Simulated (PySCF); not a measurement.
C7H10ClF.
Z-matrix (Å and degrees, PBE0-D3(BJ)/def2-SVP geometry), rows numbered from 1:
```
F 
C   1  1.3890
C   2  1.5164  1  108.21
C   3  1.5201  2  112.15  1   -77.37
C   4  1.5209  3  111.03  2   -63.53
Cl  5  1.8173  4  109.08  3   -70.55
C   5  1.5051  4  113.14  3    50.09
C   7  1.4956  5  120.56  4    49.64
C   8  1.5016  7   60.49  5  -109.20
H   2  1.1020  1  106.38  3   117.71
H   3  1.1017  2  108.85  1   162.02
H   3  1.1002  2  108.25  1    45.47
H   4  1.1033  3  109.95  2    56.87
H   4  1.0993  3  111.17  2   174.72
H   5  1.0991  4  111.03  3   175.14
H   7  1.0932  5  113.50  4  -165.10
H   8  1.0925  7  119.15  9   105.77
H   8  1.0922  7  117.92  9  -108.41
H   9  1.0930  2  115.21  1  -106.85
```

Level: wB97X-D/def2-SVPD in PySCF, non-relativistic, on one gas-phase PBE0-D3(BJ)/def2-SVP geometry that isn't relaxed in the solvent. The solvent is an IEF-PCM continuum (Bondi radii, 1.10 Å for H, scaled by 1.2). Specific hydrogen bonds and non-electrostatic terms are outside this model.

Gas phase at wB97X-D/def2-SVPD: HOMO -10.08 eV, LUMO 2.09 eV, dipole 0.81 D.

Problem. What does the continuum do to the energy, the frontier levels and the dipole at wB97X-D/def2-SVPD in chloroform and acetonitrile?

Solution. 
```json
{"solvent": "chloroform", "ε": "4.711", "E(solvent) − E(gas) (kcal/mol)": "-3.60", "polarisation term (kcal/mol)": "-3.97", "distortion of the solute (kcal/mol)": "0.37", "HOMO (eV)": "-9.98", "LUMO (eV)": "2.14", "dipole (D)": "1.04"}
{"solvent": "acetonitrile", "ε": "35.69", "E(solvent) − E(gas) (kcal/mol)": "-4.94", "polarisation term (kcal/mol)": "-5.64", "distortion of the solute (kcal/mol)": "0.70", "HOMO (eV)": "-9.95", "LUMO (eV)": "2.12", "dipole (D)": "1.13"}
```

The polarisation term is half the interaction of the solute with the surface charges that it induces; the rest is the cost of distorting the solute's density. The sum is the electrostatic part of solvation alone. The atom shares or the degeneracy of the LUMO differ from the gas phase in chloroform and acetonitrile, so that column needn't follow one orbital. From chloroform to acetonitrile the lowering changes by a factor 1.37, Onsager's factor (ε − 1)/(2ε + 1) by 1.35 and ε itself by 7.6.

Problem. How does the static polarisability (wB97X-D/def2-SVPD, frozen core, with the continuum's full static response) change?

Solution. 
| medium | isotropic (au) | principal values (au) | ⟨r²⟩ of the electrons (bohr²) |
| --- | --- | --- | --- |
| gas | 89.7 | 81.3, 87.9, 100.0 | 1354.0 |
| chloroform | 112.3 | 103.3, 109.4, 124.2 | 1354.5 |
| acetonitrile | 123.4 | 115.1, 119.8, 135.2 | 1354.6 |

The isotropic value in acetonitrile is 1.37 times the gas-phase one; no cavity-field correction is applied. ⟨r²⟩ is taken about the centre of nuclear charge.

The pairwise dispersion term of wB97X-D wasn't added to the energies; at a given geometry it leaves orbitals and properties as they are.
